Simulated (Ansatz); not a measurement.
```yaml
crystal:
  periodic: [false, false, false]
  atoms:
    - {symbol: Mg, position_ang: [-0.512547, 2.003387, -0.290005]}
    - {symbol: N, position_ang: [-0.035758, 0.155164, -0.021023]}
    - {symbol: Si, position_ang: [0.343130, -0.317850, 1.575867]}
    - {symbol: Si, position_ang: [-0.033535, -0.846758, -1.404293]}
    - {symbol: H, position_ang: [-0.930051, 3.622407, -0.525278]}
    - {symbol: H, position_ang: [0.204100, 0.902152, 2.439460]}
    - {symbol: H, position_ang: [1.737793, -0.820735, 1.739624]}
    - {symbol: H, position_ang: [-0.570566, -1.359601, 2.127872]}
    - {symbol: H, position_ang: [-1.007786, -1.973918, -1.332768]}
    - {symbol: H, position_ang: [-0.429834, 0.013352, -2.569143]}
    - {symbol: H, position_ang: [1.300553, -1.434600, -1.719615]}
basis:
  gaussian: {orbitals: ANO-RCC-VTZP, fitting: {mean_field: cc-pVTZ-jkfit}}
hamiltonian: {xc: {name: BHLYP}}
```

```sh
$ ansatz run in.yaml --threads 4 --pin off --events-out ev --progress --plain --max-ram 10444MiB
```

It prints (some lines left out):

```
Functional definition: BHLYP
Error: <dir> the basis set cc-pVTZ-JKFIT has no functions for Mg
```
